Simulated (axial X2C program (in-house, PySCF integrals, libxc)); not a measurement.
## Which molecule has these constants?

All values come from calculations with an in-house all-electron X2C program for linear molecules (integrals from PySCF), spin-free (one-electron X2C) or two-component (2c: spin–orbit coupling with atomic mean-field Coulomb and Gaunt terms, which also bring small scalar terms), in Dyall basis sets with cores contracted in-house; open shells are unrestricted.

A two-component PBE0 calculation in a Dyall 3-zeta basis gave Re = 2.779 Å, ωe = 262.7 cm⁻¹, De = 1.17 eV, Ω = 3.

**Question.** Which molecule is it?
A. LiMo⁻
B. LiCr⁻
C. LiW⁻

**Answer.** C. The others have LiCr⁻ 2.922 Å and 201.5 cm⁻¹ (Ω = 3); LiMo⁻ 2.988 Å and 210.5 cm⁻¹ (Ω = 3).

Each entry is the lowest single determinant of a limited PBE0 search at one distance. De goes to single-determinant-based atoms at the same level (for ions the charge split of lowest energy) and is withheld (n/a) where an atom does not fit its ground term or J level. Main or longest-lived isotopes. One determinant is a doubtful description, or other states lie close, for LiW⁻, LiCr⁻, LiMo⁻; these need not be ground states, and all values refer to the states named. Some open-shell Ω = 0 determinants are out of reach, so the Ω given for LiW⁻, LiCr⁻, LiMo⁻ need not be the lowest component. With several unpaired electrons the Ω given is that of one determinant, not necessarily of the lowest component. The functionals have no current term, which raises determinants with orbital currents.
